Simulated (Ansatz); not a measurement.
Frontier orbitals of CH5NSSi (`S[SiH]1CN1`).

Cartesian coordinates in Å:
```
S 1.815 -1.154 1.318
Si -0.047 -0.333 0.739
C -0.664 -0.022 -0.951
N -0.073 1.112 -0.160
H 2.447 -0.674 0.233
H -1.006 -0.610 1.830
H -0.115 -0.264 -1.858
H -1.743 -0.007 -1.106
H -0.614 1.954 -0.045
```

Total charge 0; spin multiplicity 1. The geometry is a stationary point of PBE0-D4/def2-TZVP. It is one conformer, not always the lowest. Basis def2-TZVPP, the Gaussian-basis code of Ansatz.

Orbital energies of one run (eV). Highest occupied ones, from the top: -9.19, -10.03, -11.25, -11.85, -12.43, -13.72, -14.81, -16.09, -17.69, -20.76, -23.64, -27.74, -102.18, -102.20. Empty: 2.26, 2.44, 2.84, 3.18, 4.08, 4.63.

Task: Which functional gave them?
A. B97M-V
B. LDA (SPW92)
C. r2SCAN0
D. ωB97X-V

Result: D. HOMO energies: ωB97X-V -9.19, r2SCAN0 -7.00, B97M-V -5.88, LDA (SPW92) -5.73 eV.
